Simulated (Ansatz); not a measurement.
Geometry optimisation, Ansatz, RKS BLYP-D4/def2-SVP.

The input (input.yaml):

```yaml
crystal:
  periodic: [false, false, false]
  atoms:
    - { symbol: C, position_ang: [-0.2692, 1.3638, 0.0132] }
    - { symbol: "N", position_ang: [-0.6632, -0.0052, -0.1836] }
    - { symbol: Al, position_ang: [-0.3822, -0.9838, 1.4268] }
    - { symbol: Al, position_ang: [0.5411, -0.7857, -1.5274] }
    - { symbol: H, position_ang: [0.7486, 1.531, 0.2851] }
    - { symbol: H, position_ang: [-0.4979, 1.9842, -0.943] }
    - { symbol: H, position_ang: [-0.9448, 1.8609, 0.7831] }
    - { symbol: H, position_ang: [-0.5999, -2.5379, 1.4825] }
    - { symbol: H, position_ang: [0.2432, -0.2228, 2.7662] }
    - { symbol: H, position_ang: [1.6056, 0.0773, -2.2055] }
    - { symbol: H, position_ang: [0.2842, -2.3388, -1.8768] }
basis:
  gaussian: { orbitals: def2-SVP }
hamiltonian:
  xc: blyp
  dispersion: d4
relax:
  f_tol: 0.02
  max_steps: 50
```

Run as:

```bash
$ ansatz run input.yaml --threads 2 --pin off --max-ram 3072MiB --backend cpu --events-out ev --progress --plain --runs-dir out
```

Q: Where does it end, and by what steps?

A: The forces met the threshold. The force dipped under the threshold on the way, but the program's further checks kept it going. After 11 steps the energy has fallen by 0.972 eV; H9 moved furthest, 1.15 Å.

```csv
step,energy less start (eV),largest force component (eV/Å),accepted
0,0.0000,2.935,yes
1,-0.5649,1.178,yes
2,-0.7668,0.606,yes
3,-0.8437,0.471,yes
4,-0.9038,0.263,yes
5,-0.9422,0.170,yes
6,-0.9628,0.108,yes
7,-0.9290,0.467,no
8,-0.9704,0.018,yes
9,-0.9719,0.037,yes
10,-0.9704,0.186,no
11,-0.9721,0.002,yes
```

```xyz
11
Properties=species:S:1:pos:R:3
C -0.004 1.442 0.090
N 0.034 -0.043 0.007
Al -0.415 -1.026 1.473
Al 0.456 -0.837 -1.577
H 0.993 1.865 0.345
H -0.312 1.906 -0.872
H -0.712 1.798 0.868
H -0.311 -2.608 1.375
H -0.904 -0.239 2.769
H 0.695 0.108 -2.837
H 0.545 -2.422 -1.620
```

Time of the run: 14 s on 2 threads of Intel(R) Xeon(R) 6975P-C (Granite Rapids), with other jobs on the host, peak memory 0.16 GiB.
